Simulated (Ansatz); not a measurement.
Mulliken charges of CH4F2NNb, SMILES `[CH3][Nb](=[NH])([F])[F]` from ωB97M-V/def2-TZVPP in Ansatz (PBE0-D4/def2-TZVP geometry).

| atom | x (Å) | y (Å) | z (Å) | charge (e) |
| --- | --- | --- | --- | --- |
| C1 | -1.258 | 0.136 | -0.435 | -0.534 |
| Nb2 | 0.867 | 0.027 | -0.212 | 1.391 |
| N3 | 1.045 | -0.403 | 1.459 | -0.599 |
| F4 | 1.507 | -1.355 | -1.302 | -0.395 |
| F5 | 1.582 | 1.731 | -0.516 | -0.395 |
| H6 | -1.722 | -0.824 | -0.193 | 0.137 |
| H7 | -1.502 | 0.402 | -1.471 | 0.125 |
| H8 | -1.677 | 0.891 | 0.236 | 0.137 |
| H9 | 1.246 | -0.652 | 2.416 | 0.134 |

By hand: the dipole of these point charges (1 e Å = 4.8032 D).

Σ q r = (-0.455, 0.030, -0.073) e Å, of length 0.462 e Å = 2.22 D.

How does the dipole of the full density compare? (Best estimate.)

The calculation gave: (-0.208, -0.032, 0.145) e Å, 1.23 D; the point charges give 1.80 times that, at 45° from its direction.

Point charges leave out the atoms' own dipoles, such as those of lone pairs, and Mulliken's split depends on the basis, so the two needn't agree.
